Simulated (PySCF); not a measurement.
C₄H₁₀Si, SMILES C/C=C/C[SiH3].

Geometry: r2SCAN-D4/def2-SVP. Other conformers were not sampled.

Computed with r2SCAN-D4/def2-SVP (PySCF 2.14.0).

Frequencies are harmonic and unscaled.

List the normal modes with their intensities. (Estimate from the structure and the level; the computed values follow.)


```tsv
mode	ν (cm⁻¹)	IR (km/mol)	moving atoms (share of kinetic energy)
1	68	0.1	C 43 %, H 36 %, Si 21 %
2	140	0.2	H 55 %, C 35 %, Si 11 %
3	146	0.2	H 91 %, C 8 %
4	209	2.3	H 74 %, C 25 %
5	282	2.0	C 55 %, H 44 %
6	309	6.5	C 53 %, H 34 %, Si 13 %
7	466	1.4	C 51 %, H 44 %
8	512	7.1	H 88 %
9	612	12.3	H 63 %, C 23 %, Si 14 %
10	705	10.3	H 46 %, C 39 %, Si 15 %
11	801	17.3	H 59 %, C 37 %
12	841	32.0	H 55 %, C 40 %
13	917	244.3	H 90 %, Si 10 %
14	919	26.6	H 65 %, C 34 %
15	944	31.7	H 97 %
16	946	45.9	H 97 %
17	991	33.3	H 93 %
18	1044	0.2	H 62 %, C 38 %
19	1060	10.4	H 71 %, C 29 %
20	1096	8.5	C 61 %, H 39 %
21	1168	13.2	H 64 %, C 35 %
22	1182	15.3	H 58 %, C 41 %
23	1311	1.3	H 78 %, C 22 %
24	1313	6.6	H 77 %, C 23 %
25	1387	1.4	H 74 %, C 26 %
26	1416	9.4	H 89 %, C 11 %
27	1448	8.0	H 96 %
28	1460	10.8	H 95 %
29	1736	0.5	C 91 %, H 9 %
30	2209	141.7	H 98 %
31	2219	102.5	H 96 %
32	2226	100.7	H 96 %
33	3015	37.8	H 97 %
34	3025	11.6	H 95 %
35	3088	14.5	H 91 %, C 9 %
36	3091	2.2	H 91 %, C 9 %
37	3112	1.4	H 92 %, C 8 %
38	3118	22.0	H 92 %, C 8 %
39	3134	30.5	H 91 %, C 9 %
```
